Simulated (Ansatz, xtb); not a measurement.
Two isomers of CH5NTe

Structure a is `C[NH2+][Te-]`, a singlet and structure b is `NC[TeH]`, a singlet. Both are isolated molecules in the gas phase, relaxed with BLYP-D3(BJ)/def2-SVP; the shapes shown needn't be the lowest conformers.

a (Å):

```yaml
atoms:
  - { symbol: C, position_ang: [-1.6150, -1.2467, 1.3221] }
  - { symbol: N, position_ang: [-1.4350, -1.8414, 2.6742] }
  - { symbol: Te, position_ang: [-3.3592, -2.4295, 3.7418] }
  - { symbol: H, position_ang: [-0.6381, -0.9853, 0.8631] }
  - { symbol: H, position_ang: [-2.1524, -1.9769, 0.6912] }
  - { symbol: H, position_ang: [-2.2461, -0.3457, 1.4211] }
  - { symbol: H, position_ang: [-0.8657, -2.6980, 2.6332] }
  - { symbol: H, position_ang: [-0.9522, -1.1898, 3.3080] }
```

b (Å):

```tsv
atom	x (Å)	y (Å)	z (Å)
C	-1.4818	-1.6662	2.3983
N	-0.6968	-1.6384	1.1885
Te	-3.5914	-2.2631	1.8521
H	0.3062	-1.7549	1.3782
H	-0.8350	-0.7706	0.6577
H	-1.1037	-2.4480	3.0805
H	-1.5974	-0.7148	2.9621
H	-4.2839	-1.4263	3.1498
```

Energies in hartree; the thermal terms are from BLYP-D3(BJ)/def2-SVP harmonic frequencies (ideal gas, rigid rotor, one conformer each, 1000 K, 1 atm) and include the zero-point energy:

|  | a | b |
| --- | --- | --- |
| E, CCSD(T)/def2-TZVP | −363.118595 | −363.113916 |
| zero-point energy | 0.065154 | 0.058266 |
| H(1000 K) − E | 0.098677 | 0.094862 |
| G(1000 K) − E | −0.060901 | −0.074022 |

**Question.** Work out ΔE, ΔE₀, ΔH and ΔG for a → b in kcal/mol (1 Eh = 627.51 kcal/mol) and the equilibrium ratio [b]/[a].

**Answer.** 1. ΔE = −363.113916 − (−363.118595) = +0.004679 Eh = +2.94 kcal/mol.
2. ΔE₀ = ΔE + ΔZPE = +0.004679 + (−0.006888) Eh = −1.39 kcal/mol.
3. ΔH = ΔE + (−0.003815) Eh = +0.54 kcal/mol.
4. ΔG = ΔE + (−0.013121) Eh = −5.30 kcal/mol, so ΔS = (ΔH − ΔG)/T = +24.4 J/(mol K).
5. kT = 3.1668 mEh, so K = [b]/[a] = exp(−ΔG/kT) = exp(+2.67) ≈ 14.

Structure b is favoured at this temperature, against the order of the electronic energies. An error of 1 kcal/mol in ΔG would change K by a factor of 1.7. GFN2-xTB, HF/STO-3G gave ΔE the other sign. Mirror images and further conformers aren't counted.

As drawn, b has 1 C–Te, 1 Te–H in place of 1 N–Te, 1 C–H.

Other levels gave ΔE = −9.5 (GFN2-xTB); −2.9 (HF/STO-3G, GFN2-xTB geometries); +1.8 (r2SCAN-D4/def2-SVP, GFN2-xTB geometries); +2.4 (BLYP-D3(BJ)/def2-SVP); +8.7 (HF/def2-TZVP); +2.6 (MP2/def2-TZVP) kcal/mol. The correlated steps freeze 6 core orbitals; the filled d shell of Te is correlated, in a basis made for valence electrons. Atoms past krypton carry core potentials in the def2 sets, without spin–orbit terms. Programs: Ansatz 0.2.0, xtb 6.7.1.
